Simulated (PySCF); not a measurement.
r2SCAN on Fe (iron, neutral), [Ar] 3d6 4s2, high-spin 5D determinant. Computed with PySCF 2.14 in aug-cc-pwCVQZ (11s10p8d5f4g3h, 185 functions), with the non-relativistic Hamiltonian (point nucleus).

```
cycle= 1 E= -1263.65703886618  delta_E= -0.0206  |g|= 0.0971  |ddm|= 0.559
cycle= 2 E= -1263.64868888835  delta_E= 0.00835  |g|= 0.218  |ddm|= 0.642
cycle= 3 E= -1263.65418779883  delta_E= -0.0055  |g|= 0.227  |ddm|= 1.21
cycle= 4 E= -1263.65719830837  delta_E= -0.00301  |g|= 0.194  |ddm|= 0.0417
cycle= 5 E= -1263.6589689551  delta_E= -0.00177  |g|= 0.181  |ddm|= 0.0975
cycle= 6 E= -1263.66385193278  delta_E= -0.00488  |g|= 0.114  |ddm|= 0.0815
cycle= 7 E= -1263.66639343273  delta_E= -0.00254  |g|= 0.0532  |ddm|=  0.1
cycle= 8 E= -1263.66707915188  delta_E= -0.000686  |g|= 0.00151  |ddm|= 0.0569
cycle= 9 E= -1263.66707677123  delta_E= 2.38e-06  |g|= 0.00385  |ddm|= 0.0107
cycle= 10 E= -1263.66708036371  delta_E= -3.59e-06  |g|= 0.000142  |ddm|= 0.00285
cycle= 11 E= -1263.66708036655  delta_E= -2.84e-09  |g|= 0.000193  |ddm|= 0.00121
cycle= 12 E= -1263.66708037573  delta_E= -9.18e-09  |g|= 1.79e-05  |ddm|= 0.00027
cycle= 13 E= -1263.66708037583  delta_E= -1.01e-10  |g|= 6.17e-07  |ddm|= 0.000113
converged SCF energy = -1263.66708037583  <S^2> = 6.0169414  2S+1 = 5.006772
```

Highest occupied orbital energy: -4.236 eV; ⟨L²⟩ = 8.87; populations by l: s 7.53, p 12.00, d 6.47, f 0.00.

Task: Can this result be used?

Result: Not for this state. The calculation finished and met its thresholds. ⟨L²⟩ = 8.87 against 6 for a pure D term, so this real determinant mixes terms. The s, p, d and f populations moved away from the nominal configuration during the SCF.
